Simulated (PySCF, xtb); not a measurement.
C₄H₈Cl, SMILES [CH2]C(C)(C)Cl, multiplicity 2.

Harmonic wavenumbers (cm⁻¹) from GFN2-xTB run with xtb at its own minimum, in rising order: 195, 226, 243, 249, 294, 338, 372, 395, 404, 673, 832, 928, 964, 1018, 1032, 1079, 1245, 1315, 1395, 1402, 1413, 1470, 1478, 1481, 1491, 3015, 3019, 3046, 3050, 3050, 3051, 3125, 3167.

**Question.** What does PBE-D3(BJ)/def2-SVP run with PySCF 2.14.0 give at its own minimum? (Estimate from the structure and the level; the computed values follow.)

**Answer.** 242, 263, 265, 276, 298, 330, 388, 400, 436, 636, 795, 895, 922, 983, 990, 1056, 1229, 1267, 1332, 1344, 1390, 1394, 1402, 1418, 1427, 2971, 2975, 3064, 3067, 3080, 3088, 3090, 3198. Paired by order, the mean absolute difference is 36 cm⁻¹ and the zero-point energies are 66.4 and 65.6 kcal/mol.
